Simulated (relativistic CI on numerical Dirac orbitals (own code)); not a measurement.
# Charge states of rhenium

These numbers are calculated, not measured: Dirac-Coulomb-Breit CI, orbitals from a KLI potential per configuration, model QED (radiative potential, 1s self-energy scaled to tabulated hydrogen-like ionisation energies), valence Slater integrals scaled by 0.9 (own radial code, finite nucleus).

Each species is treated in one configuration, given outside its closed core. Radial values are for the open shell of highest l, unscaled and averaged over j; ζ includes the Breit term. Labels give the leading LS character, summed over repeated terms.

```csv
Ion,Configuration,Its lowest level,LS weight (%),ζ (cm⁻¹),g_J,g√(J(J+1)),F² (cm⁻¹),F⁴ (cm⁻¹)
Re24+,4d¹⁰4f⁵,⁶H°5/2,67,7944,0.412,1.22,228700,148300
Re25+,4d¹⁰4f⁴,⁵I4,80,8248,0.644,2.88,233000,151400
Re26+,4d¹⁰4f³,⁴I°9/2,81,8558,0.762,3.79,237300,154400
Re27+,4d¹⁰4f²,³H4,87,8876,0.825,3.69,241600,157300
Re28+,4d¹⁰4f,²F°5/2,100,9201,0.854,2.52,,
Re29+,4d¹⁰,¹S0,100,,,0.00,,
Re30+,4d⁹,²D5/2,100,57000,1.197,3.54,,
Re31+,4d⁸,³F4,89,58110,1.218,5.45,232600,158100
Re32+,4d⁷,⁴F9/2,62,59230,1.236,6.15,234400,159400
Re33+,4d⁶,J = 4 (mixed),39,60360,1.272,5.69,236200,160700
Re34+,4d⁵,J = 5/2 (mixed),28,61500,1.355,4.01,237900,162000
Re35+,4d⁴,³P0,59,62650,,0.00,239700,163200
Re36+,4d³,J = 3/2 (mixed),49,63820,0.694,1.34,241400,164500
Re37+,4d²,³F2,75,65000,0.758,1.86,243200,165700
Re38+,4d,²D3/2,100,66190,0.795,1.54,,
Re39+,3d¹⁰4s²4p⁶,¹S0,100,,,0.00,,
Re40+,3d¹⁰4s²4p⁵,²P°3/2,100,538800,1.329,2.57,,
Re41+,3d¹⁰4s²4p⁴,³P2,70,546300,1.343,3.29,252900,
Re42+,3d¹⁰4s²4p³,?,?,?,?,?,?,?
Re43+,3d¹⁰4s²4p²,³P0,70,561400,,0.00,255400,
Re44+,3d¹⁰4s²4p,²P°1/2,100,569000,0.659,0.57,,
Re45+,3d¹⁰4s²,¹S0,100,,,0.00,,
Re46+,3d¹⁰4s,²S1/2,100,,1.995,1.73,,
Re47+,3d¹⁰,¹S0,100,,,0.00,,
```

**Question.** Fill in the row of Re42+.

**Answer.** Its lowest level J = 3/2 (mixed); LS weight (%) 47; ζ (cm⁻¹) 553800; g_J 1.361; g√(J(J+1)) 2.64; F² (cm⁻¹) 254200.
